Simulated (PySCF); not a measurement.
Spin states of AsS

Unrestricted PBE0; basis As def2-TZVPP, S def2-TZVPP; no relativity; PySCF 2.14. Outer shells of the fragments: As 3d10 4s2 4p3; S 3s2 3p4.

Followed along the bond (rough minima from three points):

```
2Ms+1     unpaired  ⟨S²⟩ at the start  R at minimum (Å)  Te (eV)
    2          π ↑               0.78              2.02     0.00
    4        π ↑↑↑               3.76  none in the scan   ≤ 1.79
    6  σ ↑, π ↑↑↑↑               8.75  none in the scan   ≤ 5.93
```

Solutions found at the starting distance of 2.160 Å, counted from the lowest of them; the search is not exhaustive and high or unbound solutions are not listed, so other states can lie among these:

| 2Ms+1 | unpaired | term | E (eV) | ⟨S²⟩ | ⟨Lz²⟩ | μ (D) |
| --- | --- | --- | --- | --- | --- | --- |
| 2 | π ↑ | ²Π | 0.00 | 0.78 | 1.01 | -1.74 |
| 4 | π ↑↑↑ | ⁴Π | 1.57 | 3.76 | 1.01 | -0.27 |
| 2 | π ↑↑↓ | mixed | 1.93 | 1.77 | 3.04 | -0.26 |
| 4 | σ ↑, π ↑↑ | ⁴Σ⁻ | 2.65 | 3.76 | 0.00 | -1.43 |
| 2 | σ ↓, π ↑↑ | mixed | 3.17 | 1.77 | 0.00 | -1.34 |
| 2 | σ ↑, π ↑↓ | mixed | 3.18 | 1.77 | 2.02 | -1.24 |

A term symbol is given only where ⟨S²⟩ and ⟨Lz²⟩ are close to those of a pure state; real π, δ and φ orbitals otherwise mix terms. A positive dipole means As(−)S(+).

Spin–orbit coupling is left out. Counting both spins, an empty level lies below a filled one in some of these solutions, because spin and occupation are held.
